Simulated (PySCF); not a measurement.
**Simulated absorption spectrum**

Species: 2-methoxybenzyl alcohol, C8H10O2.
InChI=1S/C8H10O2/c1-10-8-5-3-2-4-7(8)6-9/h2-5,9H,6H2,1H3

Method: PySCF, TDDFT CAM-B3LYP/def2-SVPD, vertical, gas phase, core orbitals frozen in the response. Isolated species at its PBE0-D3(BJ)/def2-SVP geometry (one conformer only). Torsions of this conformer, `[CH3:1][O:2][c:3]1[cH:4][cH:5][cH:6][cH:7][c:8]1[CH2:9][OH:10]`: C1–O2–C3–C4 2°, C7–C8–C9–O10 124°, H–O10–C9–C8 58°.

Each state is given a Gaussian of 0.25 eV full width at half maximum, with ε(max) = 2.175×10⁸ f / Δν̃ (Δν̃ the width in cm⁻¹). The width is an assumption, not a result. The curve ends short of the highest state used, and states not computed would add to its high-energy end.

```json
{"λ (nm)": "185.7", "ε (L mol⁻¹ cm⁻¹)": "33731"}
{"λ (nm)": "187.3", "ε (L mol⁻¹ cm⁻¹)": "15181"}
{"λ (nm)": "188.9", "ε (L mol⁻¹ cm⁻¹)": "5800"}
{"λ (nm)": "190.6", "ε (L mol⁻¹ cm⁻¹)": "1988"}
{"λ (nm)": "192.2", "ε (L mol⁻¹ cm⁻¹)": "883"}
{"λ (nm)": "193.9", "ε (L mol⁻¹ cm⁻¹)": "482"}
{"λ (nm)": "195.5", "ε (L mol⁻¹ cm⁻¹)": "273"}
{"λ (nm)": "197.1", "ε (L mol⁻¹ cm⁻¹)": "134"}
{"λ (nm)": "198.8", "ε (L mol⁻¹ cm⁻¹)": "65"}
{"λ (nm)": "200.4", "ε (L mol⁻¹ cm⁻¹)": "89"}
{"λ (nm)": "202.0", "ε (L mol⁻¹ cm⁻¹)": "264"}
{"λ (nm)": "203.7", "ε (L mol⁻¹ cm⁻¹)": "774"}
{"λ (nm)": "205.3", "ε (L mol⁻¹ cm⁻¹)": "1726"}
{"λ (nm)": "206.9", "ε (L mol⁻¹ cm⁻¹)": "3133"}
{"λ (nm)": "208.6", "ε (L mol⁻¹ cm⁻¹)": "4750"}
{"λ (nm)": "210.2", "ε (L mol⁻¹ cm⁻¹)": "5782"}
{"λ (nm)": "211.8", "ε (L mol⁻¹ cm⁻¹)": "5877"}
{"λ (nm)": "213.5", "ε (L mol⁻¹ cm⁻¹)": "4951"}
{"λ (nm)": "215.1", "ε (L mol⁻¹ cm⁻¹)": "3556"}
{"λ (nm)": "216.8", "ε (L mol⁻¹ cm⁻¹)": "2106"}
{"λ (nm)": "218.4", "ε (L mol⁻¹ cm⁻¹)": "1103"}
{"λ (nm)": "220.0", "ε (L mol⁻¹ cm⁻¹)": "502"}
{"λ (nm)": "221.7", "ε (L mol⁻¹ cm⁻¹)": "192"}
{"λ (nm)": "223.3", "ε (L mol⁻¹ cm⁻¹)": "86"}
{"λ (nm)": "224.9", "ε (L mol⁻¹ cm⁻¹)": "87"}
{"λ (nm)": "226.6", "ε (L mol⁻¹ cm⁻¹)": "189"}
{"λ (nm)": "228.2", "ε (L mol⁻¹ cm⁻¹)": "410"}
{"λ (nm)": "229.8", "ε (L mol⁻¹ cm⁻¹)": "791"}
{"λ (nm)": "231.5", "ε (L mol⁻¹ cm⁻¹)": "1376"}
{"λ (nm)": "233.1", "ε (L mol⁻¹ cm⁻¹)": "2032"}
{"λ (nm)": "234.8", "ε (L mol⁻¹ cm⁻¹)": "2688"}
{"λ (nm)": "236.4", "ε (L mol⁻¹ cm⁻¹)": "3097"}
{"λ (nm)": "238.0", "ε (L mol⁻¹ cm⁻¹)": "3188"}
{"λ (nm)": "239.7", "ε (L mol⁻¹ cm⁻¹)": "2920"}
{"λ (nm)": "241.3", "ε (L mol⁻¹ cm⁻¹)": "2414"}
{"λ (nm)": "242.9", "ε (L mol⁻¹ cm⁻¹)": "1807"}
{"λ (nm)": "244.6", "ε (L mol⁻¹ cm⁻¹)": "1195"}
{"λ (nm)": "246.2", "ε (L mol⁻¹ cm⁻¹)": "737"}
{"λ (nm)": "247.8", "ε (L mol⁻¹ cm⁻¹)": "416"}
{"λ (nm)": "249.5", "ε (L mol⁻¹ cm⁻¹)": "207"}
{"λ (nm)": "251.1", "ε (L mol⁻¹ cm⁻¹)": "98"}
{"λ (nm)": "252.7", "ε (L mol⁻¹ cm⁻¹)": "43"}
{"λ (nm)": "254.4", "ε (L mol⁻¹ cm⁻¹)": "17"}
{"λ (nm)": "256.0", "ε (L mol⁻¹ cm⁻¹)": "6"}
```

(1) Locate the maxima and give the states behind the curve.

(2) On this curve, what absorbance would a 10⁻⁴ mol/L sample give at 254 nm over a 1 cm path?

(3) Coming from long wavelengths, where does ε first pass 100 L mol⁻¹ cm⁻¹?

## Answers

(1) 238 nm (5.22 eV), ε about 3200, made up of S1 (100%); 211 nm (5.87 eV), ε about 6000, made up of S2 (100%) (ε in L mol⁻¹ cm⁻¹; maxima over ε = 5, shares over 10%). At its high-energy end, 6.68 eV, the curve is still rising (ε about 35000, from S4, S5 and S6). The states used: S1 5.22 eV (f 0.030); S2 5.87 eV (f 0.055); S3 6.47 eV (f 0.0050); S4 6.76 eV (f 0.124); S5 6.77 eV (f 0.091); S6 6.86 eV (f 0.595); S7 6.94 eV (f 0.335); S8 7.05 eV (f 0.028); S9 7.26 eV (f 0.0010); S10 7.28 eV (f 0.0011).

(2) 254 nm is 4.881 eV, where ε is about 21 L mol⁻¹ cm⁻¹, so A = ε c l ≈ 0.0021 (Beer–Lambert, with the gas-phase spectrum and the assumed width).

(3) At about 251 nm (4.94 eV), 0.28 eV below S1.

All these states lie below the vertical ionisation energy of 8.48 eV (ΔSCF).
